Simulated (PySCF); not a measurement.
A survey of ²⁹Si NMR shifts

PySCF 2.14.0 with density-fitted response routines calculation with shieldings: GIAO PBE0/pcSseg-1 and GFN2-xTB structure; relativity neglected, rapidly exchanging positions averaged, no solvent, one computed conformer.

Shieldings were converted by a linear fit to measured shifts: ²⁹Si: δ = 279.94 − 0.822σ (rms 8.9 ppm, 72 shifts, 25.8 ppm with the 6 outliers that the fit left out vs TMS, solution or neat liquid). Occasional misses reach two or three times the rms, and more in compound classes unlike the fitted ones.

Give the ²⁹Si shifts of `F[Si](F)(F)F`, `C=N[Si@H](P)O[Si](C)(C)C`, `[SiH3]N([SiH3])[C@]1([SiH3])C=CO[SiH2]1`, `[SiH3]C1([SiH3])C=C[SiH2]1`.

Answers


| compound | environment | δ (ppm) |
| --- | --- | --- |
| F[Si](F)(F)F | silicon bonded to 4 F | -95.1 |
| [CH2:1]=[N:2][Si@H:3]([PH2:4])[O:5][Si:6]([CH3:7])([CH3:8])[CH3:9] | Si6: silicon bonded to 3 C, O | 3.0 |
| [CH2:1]=[N:2][Si@H:3]([PH2:4])[O:5][Si:6]([CH3:7])([CH3:8])[CH3:9] | Si3: silicon bonded to N, O, P, H | -29.9 |
| [SiH3:1][N:2]([SiH3:3])[C@:4]1([SiH3:5])[CH:6]=[CH:7][O:8][SiH2:9]1 | Si9: silicon bonded to C, O, 2 H, in a 5-membered ring | 3.1 |
| [SiH3:1][N:2]([SiH3:3])[C@:4]1([SiH3:5])[CH:6]=[CH:7][O:8][SiH2:9]1 | Si1/3: silicon bonded to N, 3 H (×2) | -49.1 |
| [SiH3:1][N:2]([SiH3:3])[C@:4]1([SiH3:5])[CH:6]=[CH:7][O:8][SiH2:9]1 | Si5: silicon bonded to C, 3 H | -56.4 |
| [SiH3:1][C:2]1([SiH3:3])[CH:4]=[CH:5][SiH2:6]1 | Si6: silicon bonded to 2 C, 2 H, in a 4-membered ring | -30.7 |
| [SiH3:1][C:2]1([SiH3:3])[CH:4]=[CH:5][SiH2:6]1 | Si1/3: silicon bonded to C, 3 H (×2) | -59.3 |
